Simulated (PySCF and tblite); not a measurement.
Results of a calculation; reference values are marked as such.
C4H5BrO2, numbered as in [CH2:1]=[C:2]([Br:3])[C:4](=[O:5])[O:6][CH3:7].

Conformers came from 90 starts (ETKDG and KDG, MMFF94s, GFN2-xTB); geometries are GFN2-xTB. Weights use B3LYP-D3(BJ)/def2-SVP (IEF-PCM, cyclohexane) energies plus GFN2-xTB zero-point and thermal terms (modes under about 100 cm⁻¹ blended into free rotors). Symmetry numbers and mirror images are counted. Conformers within 2.5 kcal/mol (GFN2-xTB free energy) were kept, 10 at most. GIAO shieldings: B97-2/pcSseg-1 (IEF-PCM, cyclohexane). Shifts are against TMS (¹H), TMS (¹³C) at the same level. (PySCF 2.14, tblite 0.8.)

Torsions listed: Br3–C2–C4–O6, O5–C4–O6–C7.

```
conformer     shape  symmetry  E(GFN2) kcal/mol  E(DFT) kcal/mol
        1    0°, 0°        Cs              0.00             0.00
        2  180°, 0°        Cs              1.51             0.08
```

(1) How much do the weights at 298.15 K and the averaged shift of C2 depend on how the conformers are weighted?

The minima are those of GFN2-xTB; planar forms about aryl–S or allylic bonds may be saddles in DFT. Spin–orbit effects of the heavy atoms on shieldings are missing.

Results:

(1) 
```
                                                              weighting  1 (%)  2 (%)  δ (ppm)  rms dipole (D)
DFT energy with thermal terms, symmetry and mirror images (full scheme)     53     47    141.9            2.37
                             DFT energy with symmetry and mirror images     53     47    141.9            2.37
                                                        bare DFT energy     53     47    141.9            2.37
                        GFN2-xTB energy with symmetry and mirror images     93      7    140.3            1.10
                                                   GFN2-xTB free energy     93      7    140.3            1.10
                                                leading conformer alone    100      0    140.0            0.65
                                                          equal weights     50     50    142.0            2.44
                         full scheme, search stopped after three starts      0    100    144.0            3.39
```

The largest departure from the full scheme, 2.1 ppm, comes with: full scheme, search stopped after three starts.


Conformer gaps in def2-SVP on xTB geometries can be 2 kcal/mol too large for S=O, P=O and other polar bonds.